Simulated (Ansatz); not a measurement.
Basis-set extrapolation for `N#C[SiH]F` radical (PBE0-D4/def2-TZVP geometry, frozen core, the Gaussian-basis code of Ansatz). Multiplicity 2, UHF reference.

```tsv
	def2-TZVPP	def2-QZVPP
HF	-481.385508	-481.403225
MP2 correlation	-0.670883	-0.725080
CCSD(T) correlation	-0.715119	not run
```

Energies in hartree. Use E(X) = E(∞) + A·exp(−7.88·√X) for Hartree–Fock and E(X) = E(∞) + B·X^(−2.97) for correlation, with X = 3 and 4, and add CCSD(T) minus MP2 of the smaller set to the MP2 limit.

What is the CCSD(T) energy at the basis-set limit?

HF limit: -481.403225 + (-0.017717) × 0.13774 = -481.40567. MP2 limit: -0.725080 + (-0.054197) × 0.74074 = -0.76523. Higher-order term: -0.715119 − (-0.670883) = -0.04424. Total: -482.21514 hartree, 3.12 eV below CCSD(T)/def2-TZVPP.
